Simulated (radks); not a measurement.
The numbers below are computed, except where a source is named.
Ionisation of the neon ion Ne2+, [He] 2s2 2p4, to Ne3+, [He] 2s2 2p3, under several functionals. Dirac Kohn-Sham, spin-unpolarised, spherical densities, point nucleus; open shells fill j = l - 1/2 first; a radial shooting solver on a logarithmic mesh with Libxc functionals.

| functional | E(Ne2+) (hartree) | Exc (hartree) | IE (eV) | -e(HOMO) (eV) | <r> HOMO (bohr) | IE error (eV) |
|---|---|---|---|---|---|---|
| revPBE | -126.67495 | -11.20509 | 67.303 | 54.701 | 0.8123 | +3.879 |
| Wu-Cohen GGA | -126.44400 | -10.96664 | 67.370 | 54.763 | 0.8111 | +3.947 |
| exchange-only LDA | -125.33350 | -9.81373 | 65.623 | 53.084 | 0.8154 | +2.200 |
| LDA (Slater exchange, Perdew-Zunger correlation) | -125.94811 | -10.44501 | 67.460 | 54.876 | 0.8120 | +4.036 |

NIST Atomic Spectra Database: 63.423 eV (measured). Closest: exchange-only LDA. The Delta-SCF values span 1.84 eV, the total energies 1.34 hartree. The highest occupied level is 2p3/2. Spin polarisation and multiplet splitting are left out, so open shells lie too high by an amount that depends on their filling.

Beside tabulated values, note that spin-unpolarised runs miss the spin-polarisation part of the exchange energy of open shells.
